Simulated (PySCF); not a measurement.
Sn(H)3(OMe) (CH6OSn), SMILES C[O][SnH3].

Coordinates come from a B3LYP-D3(BJ)/def2-SVP optimisation. The def2 effective core potentials stand for the cores of Sn; spin–orbit coupling is left out.

These are B3LYP/def2-TZVPD in PySCF values and carry that method's errors.

Symmetry labels are those of the subgroup Cs that the program uses (full group Cs).

### Question
List the valence orbital energies around the gap with their symmetry. (An estimate is asked for; the answer gives what the named calculation found.)

### Answer

```csv
orbital,symmetry,energy (eV)
HOMO−7,A',-14.41
HOMO−6,A",-11.85
HOMO−5,A',-11.84
HOMO−4,A',-11.45
HOMO−3,A",-9.28
HOMO−2,A',-9.22
HOMO−1,A',-7.85
HOMO,A",-7.26
LUMO,A',-0.84
LUMO+1,A',-0.55
LUMO+2,A',0.38
LUMO+3,A",0.56
```
